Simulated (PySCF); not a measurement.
## Working out the ionisation energy of N(2+)

N(2+) [He] 2s2 2p1 (2P) → N(3+) [He] 2s2 (1S). All numbers are calculated (PySCF 2.14, no relativity, point nucleus, in aug-cc-pVDZ). Frozen: 1s2. Energies in hartree (1 hartree = 27.21139 eV):

```
            part  N(2+) (lower)  N(3+) (upper)
             UHF     -52.807269     -51.068545
CCSD correlation      -0.074671      -0.084742
             (T)      -0.000563       0.000000
```

Task: What does Hartree-Fock give?

Result: (-51.068545) − (-52.807269) = 1.738724 hartree = 47.313 eV.

Task: What do CCSD and CCSD(T) give?

Result: The CCSD correlation energies differ by -0.010071 hartree = -0.274 eV and the triples by 0.000563 hartree = 0.015 eV, so CCSD gives 47.039 eV and CCSD(T) 47.054 eV.

A first-order spin-orbit estimate adds 0.013 eV to CCSD(T) (valence), giving 47.067 eV against 47.445 eV (semi-empirical (NIST evaluation); NIST Atomic Spectra Database, ionization energies).

A double-zeta basis recovers only part of the correlation energy.

The coupled-cluster amplitudes are large, so a single reference is strained.

What remains against the reference includes basis incompleteness, the frozen core and higher excitations.
